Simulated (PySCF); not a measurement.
## WO₃ + 2 H₂O → H₄WO + 2 O₂

Level: PBE0 in the def2-TZVP basis family, computed in PySCF with density fitting; scalar-relativistic core potentials for atoms from Rb on, none lighter, no spin–orbit coupling; open shells unrestricted.

```csv
species,state and structure,ZPE (kJ/mol),H(298 K) − H(0) (kJ/mol),S° (J/(mol K))
WO₃,"singlet, C3v, W–O 1.716 Å (×3); O–W–O 107.5° (×3)",23.8,13.3,289.5
H₂O,"singlet, C2v, O–H 0.960 Å (×2); H–O–H 105.1°",56.5,9.9,188.7
H₄WO,"singlet, Cs, W–H 1.685 Å (×2), W–H 1.697 Å, W–H 1.772 Å, W–O 1.672 Å; H–W–H 59.4° (×2), H–W–H 110.4° (×2), H–W–H 118.7°, H–W–H 132.1°, H–W–O 99.1° (×2), H–W–O 109.2°",84.5,12.9,280.8
O₂,"triplet, D∞h, O–O 1.193 Å",10.3,8.7,204.9
```

Task: Is the gas-phase reaction uphill or downhill in electronic energy at this level, and by how much?

Result: At PBE0/def2-TZVP, ΔE = 890.9 kJ/mol, uphill. 

Task: Add zero-point, thermal and entropy terms for 298.15 K and 1 bar.

Result: ΔZPE = -31.7 and Δ[H(298) − H(0)] = -2.8 kJ/mol give ΔH° = 856.4 kJ/mol. ΔS° = 23.7 J/(mol K), so ΔG° = 856.4 − 298.15 × (0.0237) = 849 kJ/mol.

Spin–orbit coupling can matter for WO₃, H₄WO and is left out. The structures come from searches over a few start shapes, so lower isomers are not excluded.
